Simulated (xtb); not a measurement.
C3H7ClOSi, SMILES C=C(Cl)[Si@@H](C)O. All values are semi-empirical tight-binding results from xtb (GFN2-xTB unless named), good for trends rather than for accurate numbers. The structure is a stationary point at GFN2-xTB. The structure was generated by enumeration; whether it is a known compound was not checked. The values are those of a single conformer.

Computed properties:
The orbital gap is 4.27 eV. The dipole moment is 2.06 D. The zero-point energy comes out as 56.9 kcal/mol. The G − E(el) at 298.15 K (modified RRHO) comes out as 35.5 kcal/mol and the static polarisability (D4 model) comes out as 83.0 bohr³. The solvation energy, GFN2-xTB/ALPB(water) comes out as -5.4 kcal/mol. The solvation energy, GFN2-xTB/ALPB(acetonitrile) comes out as -7.4 kcal/mol.
